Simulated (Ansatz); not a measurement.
Consider the silylene formation by 1,1-elimination: `C#C[SiH2]C#C` → `C#CC#C` + `[SiH2]`.

Gas-phase electronic energies from Ansatz, PBE0-D4/def2-TZVP geometries. CBS: MP2 limit from def2 TZ/QZ plus the TZ coupled-cluster correction, frozen cores. This one scheme is used for every species. Functionals use def2-TZVPP.

`C#C[SiH2]C#C`:

Cartesian coordinates in Å:
```
C 0.701 2.331 -0.927
C 0.665 1.152 -0.678
Si 0.630 -0.633 -0.315
C -0.800 -1.016 0.745
C -1.742 -1.285 1.448
H 0.730 3.374 -1.146
H 0.515 -1.388 -1.585
H 1.876 -1.014 0.388
H -2.575 -1.520 2.070
```

`C#CC#C`:

```xyz
6

C    -1.231   -0.147    1.422
C    -0.445   -0.053    0.514
C     0.445    0.053   -0.514
C     1.231    0.147   -1.422
H    -1.926   -0.231    2.224
H     1.926    0.231   -2.224
```

`[SiH2]`:

Cartesian coordinates in Å:
```
Si 0.643 -0.264 0.153
H 0.084 1.143 -0.035
H -0.727 -0.878 -0.118
```

**Question.** Is it downhill or uphill in electronic energy at CCSD(T)/CBS, and by how much? (Estimate.)

**Answer.** Computed: Uphill: ΔE = +306.5 kJ/mol.

**Question.** What do these levels give: r2SCAN0-D4, B2PLYP, PBE-QIDH, LC-ωPBE, CCSD(T)/def2-SVP, MP2/def2-TZVPP? (Estimate.)

**Answer.** Computed: r2SCAN0-D4 312.9, B2PLYP 291.6, PBE-QIDH 313.2, LC-ωPBE 314.6, CCSD(T)/def2-SVP 271.6, MP2/def2-TZVPP 316.1 kJ/mol.

Largest T1 diagnostic among the species: 0.014.

From PBE to PBE0 (25 % exact exchange), in def2-TZVPP and without D4, ΔE moves by +17.9 kJ/mol. Leaving LDA and LC-ωPBE aside and taking each functional with its dispersion term where it has one, the values, not all of them listed here, spread over 45.1 kJ/mol, from BLYP-D4 to PBE-QIDH. LDA lies +21.0 kJ/mol from PBE without D4. At CCSD(T), def2-SVP lies −34.9 kJ/mol from the extrapolated value and def2-TZVPP −7.9 kJ/mol.
